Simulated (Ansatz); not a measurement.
A run for Ansatz (a program for electronic structure): R-CCSD(T)/aug-cc-pVTZ on BeH3N (SMILES [BeH][NH2]), atoms moved off the minimum.

Ansatz 0.2 input:
```yaml
crystal:
  periodic: [false, false, false]
  atoms:
    - {symbol: Be, position_ang: [-0.65233242, -0.21153349, -0.82861372]}
    - {symbol: H, position_ang: [-1.34254394, -0.26683698, -1.82853606]}
    - {symbol: N, position_ang: [0.31087270, -0.08693569, 0.62182670]}
    - {symbol: H, position_ang: [0.87651403, -0.47736120, 0.58769206]}
    - {symbol: H, position_ang: [0.46330449, 0.83139663, 0.96222428]}
basis:
  gaussian:
    orbitals: aug-cc-pVTZ
magnetization: {spin_polarized: false}
correlation: {method: ccsd_t, electrons: outside_noble_gas}
scf: {lower_state_search: off}
output: {forces: true}
```

The head of its log:

```
WARN ansatz: RAYON_NUM_THREADS=1 ignored (pool sized by the plan → 1); use --threads N
Functional definition: HF
these checks for a lower state are left out or cut short: starts, cluster_reference, orbital_swaps, neighbouring_geometries, increment
integrals: 0.44 GiB planned
912 factors; integrals over basis functions are off by at most 6.6e-4 eV
mean field: 0.28 GiB planned
mean field evaluation 1: about -1918.2682 eV, gradient 4.8e1 eV
mean field evaluation 2: about -1918.2684 eV, gradient 4.8e1 eV
mean field evaluation 4: about -1923.1927 eV, gradient 2.8e0 eV
mean field evaluation 8: about -1923.2307 eV, gradient 8.3e-2 eV
mean field -1923.23071030 eV, -70.6774249911 hartree, gradient 1.8e-6 eV, S^2 0.000000; 0 other end points of the search recorded, 0 dependent functions left out
2 core orbitals not correlated
reference -1923.23071030 eV, -70.6774249911 hartree; 5, 5 occupied and 154, 154 virtual orbitals, 912 factors
too little memory for Intel AMX tiles; the run may be slower
densities: 1.15 GiB planned
```

Problem. What total energy does the run end on?

Solution. -70.9783 hartree (reference determinant -70.6774, T1 diagnostic 0.011).
